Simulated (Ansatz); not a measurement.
Molecule: LaI2, charge 1, multiplicity 1. The spin state was set by rule; other spins were not relaxed. 
Structure (B3LYP-D3(BJ)/def2-TZVP (Ansatz, an electronic-structure program) minimum search):
```
La
I 1 2.8829
I 1 2.8829 2 106.02
```
Charge +1, spin multiplicity 1.

Parts of the frozen-core correlation energy in def2-TZVPP (Ansatz, hartree). Frozen orbitals: 22; correlated occupied orbitals by spin: 8 and 8; virtual: 126 and 126. Spin-orbit coupling is left out. In def2 rows, elements after Kr have scalar-relativistic effective core potentials.

```json
[
 {"term": "reference (HF)", "value": "-624.42425"},
 {"term": "MP2 opposite-spin", "value": "-0.23130"},
 {"term": "MP2 same-spin", "value": "-0.07961"},
 {"term": "CCSD correlation", "value": "-0.33591"},
 {"term": "(T)", "value": "-0.01731"},
 {"term": "T1 diagnostic", "value": "0.018"},
 {"term": "largest doubles amplitude", "value": "0.028"}
]
```
